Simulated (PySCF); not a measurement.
Mo(S)2(SH)2 (H2MoS4), SMILES [S]=[Mo](=[S])([SH])[SH], multiplicity 1.

The structure is a stationary point at PBE-D3(BJ)/def2-SVP. The multiplicity is an assumed one; no other spin state was optimised. The structure was generated by enumeration; whether it is a known compound was not checked. The def2 effective core potentials stand for the cores of Mo; spin–orbit coupling is left out. One conformer was computed; it need not be the lowest.

Calculation: PBE-D3(BJ)/def2-SVP in PySCF.

Frequencies are harmonic and unscaled.

Question: Give all harmonic wavenumbers and intensities. (The exact figures need the calculation; the answer reports its results.)

Answer: 
```
mode  ν (cm⁻¹)  IR (km/mol)  moving atoms (share of kinetic energy)
----  --------  -----------  --------------------------------------
1          118          0.8                          S 86 %, Mo 9 %
2          126          0.9                                  S 95 %
3          127          0.7                         S 77 %, Mo 21 %
4          138          0.5                         S 74 %, Mo 23 %
5          164          0.7                         S 86 %, Mo 13 %
6          288         21.7                           H 91 %, S 8 %
7          305         44.0                                  H 95 %
8          377          3.1                         S 84 %, Mo 12 %
9          401         36.0                         S 60 %, Mo 36 %
10         536         57.0                 S 44 %, H 41 %, Mo 15 %
11         541         18.6                         S 76 %, Mo 22 %
12         572          3.0                                  H 93 %
13         607          8.0                 H 52 %, S 28 %, Mo 20 %
14        2583          7.6                                  H 97 %
15        2583          3.1                                  H 97 %
```
